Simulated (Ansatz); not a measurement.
`C[SiH2][TeH]` + `BSC` → `CSB[TeH]` + `C[SiH3]` at 700 K and 1 bar (formal exchange of groups at a Te–Si bond).

Gas-phase electronic energies from Ansatz, PBE0-D4/def2-TZVP geometries. CBS: MP2 limit from def2 TZ/QZ plus the TZ coupled-cluster correction, frozen cores. This one scheme is used for every species. def2 core potentials past Kr. For Te outer-core shells are correlated without core-valence functions, which leaves a few kJ/mol of doubt a bond. Each species was taken in one conformer, which may not be the lowest.

| species | CCSD(T)/CBS energy (Eh) | H − E (kJ/mol) | S (J/(mol·K)) |
| --- | --- | --- | --- |
| `C[SiH2][TeH]` | -598.49179 | 226.3 | 435.2 |
| `BSC` | -463.64092 | 210.7 | 367.1 |
| `CSB[TeH]` | -731.39177 | 224.1 | 458.3 |
| `C[SiH3]` | -330.73916 | 210.8 | 332.0 |

H − E and S are ideal-gas, rigid-rotor, harmonic terms from PBE0-D4/def2-TZVP, for one conformer and one mirror image of each species. 1 Eh = 2625.50 kJ/mol, R = 8.31446 J/(mol·K).

**Question.** By hand: ΔE, ΔH, ΔS and ΔG.

**Answer.** ΔE = (-731.39177) + (-330.73916) − (-598.49179) − (-463.64092) = 0.00178 Eh = 4.7 kJ/mol. Δ(H − E) = 224.1 + 210.8 − 226.3 − 210.7 = -2.1, so ΔH = 2.6 kJ/mol. ΔS = 458.3 + 332.0 − 435.2 − 367.1 = -12.0 J/(mol·K). ΔG = 2.6 − 700 × (-12.0)/1000 = 11.0 kJ/mol.

**Question.** By hand: the equilibrium constant, and the temperature at which ΔG would vanish if ΔH and ΔS stayed fixed.

**Answer.** log₁₀ K = −ΔG/(RT ln 10) = -0.8. ΔH and −TΔS have one sign here, so there is no such temperature.

TΔS isn't small against ΔH here. A doubt of 5 kJ/mol in ΔE shifts log₁₀ K by 0.4 here. Other conformers and mirror images would add mixing entropy, several J/(mol·K) or more a flexible species. Modes under 60 cm⁻¹, often nearly free rotors, make the harmonic entropy too high. These are equilibria of isolated gas molecules and say nothing of rates. Largest T1 diagnostic: 0.014 (customary marks: 0.02 for closed shells, 0.045 for open ones).

ΔS is within the doubt of such terms, so its sign, and with it that verdict, could turn.
